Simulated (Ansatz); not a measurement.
Zr3O5. Charge 0, multiplicity 1. Geometry PBE0-D4/def2-SVP, basis def2-TZVP, Ansatz.

```xyz
8

Zr   -1.621   -0.391    0.608
Zr    0.678    0.202   -1.628
Zr    1.097    0.882    1.362
O    -0.702    1.089    1.780
O     1.438    1.640   -0.300
O     1.830   -1.105   -1.878
O    -1.522   -1.968    1.381
O    -1.199   -0.350   -1.326
```

```json
{"run": "A", "HOMO (eV)": "-5.53", "LUMO (eV)": "-2.57"}
{"run": "B", "HOMO (eV)": "-5.08", "LUMO (eV)": "-3.51"}
{"run": "C", "HOMO (eV)": "-4.82", "LUMO (eV)": "-3.22"}
{"run": "D", "HOMO (eV)": "-4.86", "LUMO (eV)": "-2.89"}
{"run": "E", "HOMO (eV)": "-7.24", "LUMO (eV)": "-1.24"}
```

In the def2 sets Zr takes a core potential; there is no spin–orbit coupling. The structure comes from a short search, and lower isomers may exist.

**Question.** The runs used LDA (SPW92), PBE, PBE0, r2SCAN, ωB97M-V. Estimate which is which.

**Answer.** A PBE0 (25 % exact exchange); B LDA (SPW92) (0 % exact exchange); C PBE (0 % exact exchange); D r2SCAN (0 % exact exchange); E ωB97M-V (range-separated). Exact exchange lowers occupied and raises empty levels; among semilocal functionals meta-GGAs tend to open the gap a little, and such runs are hard to tell apart. The gap grows from 1.57 eV (LDA (SPW92)) to 6.00 eV (ωB97M-V).
